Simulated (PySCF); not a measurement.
MoCl4 (triplet state).
Structure used (PBE0-D3(BJ)/def2-SVP), in Å, numbered top down from 1:
```xyz
5
MoCl4 angstrom
Mo    -0.0126    0.0032    0.0212
Cl    -0.0831   -0.0338    2.2647
Cl     2.1205    0.0004   -0.6619
Cl    -1.0120    1.8402   -0.7883
Cl    -1.0128   -1.8100   -0.8357
```

Theory: PySCF, PBE0-D3(BJ)/def2-SVP geometry optimisation, gas phase, def2 core potentials past Kr.

Question: Which atoms are bound to Mo1, and at what distances?

Answer: 4 atoms: Cl3 2.240 Å, Cl5 2.241 Å, Cl4 2.242 Å, Cl2 2.245 Å.

Question: List the angles at Mo1.

Answer: 
```json
{"angle": "Cl2–Mo1–Cl4", "degrees": "111.1", "distance of the outer atoms (Å)": "3.70"}
{"angle": "Cl2–Mo1–Cl5", "degrees": "110.8", "distance of the outer atoms (Å)": "3.69"}
{"angle": "Cl2–Mo1–Cl3", "degrees": "109.5", "distance of the outer atoms (Å)": "3.66"}
{"angle": "Cl4–Mo1–Cl5", "degrees": "109.0", "distance of the outer atoms (Å)": "3.65"}
{"angle": "Cl3–Mo1–Cl4", "degrees": "108.4", "distance of the outer atoms (Å)": "3.63"}
{"angle": "Cl3–Mo1–Cl5", "degrees": "107.9", "distance of the outer atoms (Å)": "3.62"}
```

Question: What is the shape at Mo1?

Answer: Tetrahedral: angles from 107.9° to 111.1°; τ4 = (360° − α − β)/141° = 0.98 with α and β the two widest (0 for a square, 1 for a tetrahedron).

Charge 0, triplet. ⟨S²⟩ = 2.011 (exact for a triplet: 2.00). No PBE0-D3(BJ)/def2-SVP frequencies stand behind this structure, so it isn't proved a minimum.

Caution for open-shell metal species: one SCF solution and one stationary point were followed, and a lower state or a bent or distorted shape isn't ruled out.
